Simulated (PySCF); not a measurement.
## 19F chemical shifts

Theoretical values (PySCF 2.14): GIAO PBE0/pcSseg-1 shieldings, GFN2-xTB structure. No relativistic terms, no solvent model, fast rotation and ring inversion assumed for equivalent nuclei, a single conformation.

Shieldings were converted by a linear fit to measured shifts: 19F: δ = 146.13 − 0.903σ +14.6 on sp3 carbon (rms 6.0 ppm, 223 shifts, 7.0 ppm with the 5 outliers that the fit left out vs CFCl3, solution or neat liquid). Occasional misses reach two or three times the rms, and more in compound classes unlike the fitted ones.

Q: Give the 19F shifts of `O=Cc1ccc(C(=O)F)cc1`, `FC(F)=C(F)P1C=C1`, `Cc1ccc(S(=O)(=O)Cl)c(F)c1`, `O=C(F)C(F)(F)C(F)(F)C(=O)F`, `O=Cc1cccc(C(=O)F)c1`.

A: 
```json
{"compound": "O=Cc1ccc(C(=O)F)cc1", "environment": "fluorine bonded to C", "δ (ppm)": "11.3"}
{"compound": "[F:1][C:2]([F:3])=[C:4]([F:5])[P:6]1[CH:7]=[CH:8]1", "environment": "F1: vinylic fluorine", "δ (ppm)": "-83.0"}
{"compound": "[F:1][C:2]([F:3])=[C:4]([F:5])[P:6]1[CH:7]=[CH:8]1", "environment": "F3: vinylic fluorine", "δ (ppm)": "-123.4"}
{"compound": "[F:1][C:2]([F:3])=[C:4]([F:5])[P:6]1[CH:7]=[CH:8]1", "environment": "F5: vinylic fluorine", "δ (ppm)": "-184.8"}
{"compound": "Cc1ccc(S(=O)(=O)Cl)c(F)c1", "environment": "aryl fluorine", "δ (ppm)": "-105.7"}
{"compound": "[O:1]=[C:2]([F:3])[C:4]([F:5])([F:6])[C:7]([F:8])([F:9])[C:10](=[O:11])[F:12]", "environment": "F3/12: fluorine bonded to C (×2)", "δ (ppm)": "26.9"}
{"compound": "[O:1]=[C:2]([F:3])[C:4]([F:5])([F:6])[C:7]([F:8])([F:9])[C:10](=[O:11])[F:12]", "environment": "F5/6/8/9: fluorine of a CF2 group (×4)", "δ (ppm)": "-115.2"}
{"compound": "O=Cc1cccc(C(=O)F)c1", "environment": "fluorine bonded to C", "δ (ppm)": "9.7"}
```
